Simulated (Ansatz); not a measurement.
Reaction (redistribution): `CN([SiH2]O)[SiH2]Cl` + `F[SiH2][SbH2]` → `Cl[SiH2][SbH2]` + `CN([SiH2]O)[SiH2]F`

Gas-phase electronic energies from Ansatz, PBE0-D4/def2-TZVP geometries. CCSD(T)/CBS is the MP2 limit (def2-TZVPP, def2-QZVPP) plus CCSD(T) − MP2 in def2-TZVPP, frozen cores. DFT in def2-TZVPP. B3LYP here is the variant with VWN-RPA as its local correlation; programs differ in this. Elements past krypton have def2 core potentials. For Sb outer-core shells are correlated without core-valence functions, which leaves a few kJ/mol of doubt a bond. Each species was taken in one conformer, which may not be the lowest.

`CN([SiH2]O)[SiH2]Cl`:

```xyz
14

C     0.934   -1.070    1.028
N     0.347   -0.052    0.156
Si   -0.014   -0.508   -1.478
O    -1.204    0.460   -2.058
Si   -0.218    1.421    0.807
Cl   -2.252    1.360    1.235
H     0.277   -1.937    1.142
H     1.124   -0.659    2.022
H     1.894   -1.421    0.636
H     1.131   -0.303   -2.396
H    -0.384   -1.950   -1.448
H    -2.046    0.463   -1.595
H     0.466    1.662    2.098
H    -0.055    2.534   -0.149
```

`F[SiH2][SbH2]`:

```xyz
7

F     1.697   -0.605   -1.303
Si    0.249   -0.648   -0.608
Sb    0.293    0.848    1.482
H    -0.743   -0.221   -1.626
H    -0.019   -2.055   -0.210
H    -0.118    2.217    0.548
H    -1.358    0.464    1.717
```

`Cl[SiH2][SbH2]`:

Z-matrix (Å, degrees):
```
Si
Sb 1 2.569
Cl 1 2.060 2 113.2
H 1 1.484 2 109.7 3 -120.1
H 1 1.484 2 109.7 3 120.1
H 2 1.707 1 90.3 3 45.6
H 2 1.707 1 90.3 3 -46.1
```

`CN([SiH2]O)[SiH2]F`:

Z-matrix (Å, degrees):
```
C
N 1 1.467
H 1 1.094 2 112.0
H 1 1.093 2 110.6 3 -120.7
H 1 1.094 2 110.5 3 120.4
Si 2 1.728 1 116.6 3 -79.9
Si 2 1.707 1 118.3 3 93.5
O 6 1.644 2 113.7 1 62.5
H 6 1.480 2 109.1 1 -52.4
H 6 1.484 2 106.1 1 -174.4
F 7 1.605 2 112.1 1 -75.7
H 7 1.481 2 109.2 1 40.8
H 7 1.477 2 109.4 1 165.9
H 8 0.959 6 117.7 2 65.6
```

| level | ΔE (kcal/mol) | difference from CCSD(T)/CBS |
| --- | --- | --- |
| PBE-D4 | -4.2 | 0.5 |
| r2SCAN-D4 | -4.2 | 0.5 |
| PBE0-D4 | -4.3 | 0.4 |
| B3LYP-D4 | -3.9 | 0.8 |
| ωB97X-V | -4.2 | 0.5 |
| ωB97M-V | -4.2 | 0.5 |
| B2PLYP | -4.8 | -0.1 |
| PBE | -4.7 | 0.0 |
| r2SCAN | -4.3 | 0.4 |
| PBE0 | -4.7 | 0.0 |
| B3LYP | -4.7 | 0.0 |
| HF/def2-TZVPP | -4.5 | 0.2 |
| MP2/def2-TZVPP | -4.9 | -0.2 |
| SCS-MP2/def2-TZVPP | -4.8 | -0.1 |
| CCSD/def2-TZVPP | -4.7 | 0.0 |
| CCSD(T)/def2-TZVPP | -4.7 | 0.0 |
| HF/def2-QZVPP | -4.5 | 0.2 |
| MP2/def2-QZVPP | -4.9 | -0.2 |
| SCS-MP2/def2-QZVPP | -4.8 | -0.1 |
| HF/CBS(def2) | -4.5 | 0.2 |
| MP2/CBS(def2) | -4.9 | -0.2 |
| CCSD/CBS(def2) | -4.7 | 0.0 |
| CCSD(T)/CBS | -4.7 | 0 |

Largest T1 diagnostic among the species: 0.013.

The D4 term adds +0.8 kcal/mol with B3LYP and +0.5 kcal/mol with PBE0; it sums over pairs of atoms, weighted by their polarisabilities, and B3LYP, whose exchange is more repulsive, gets the larger term.
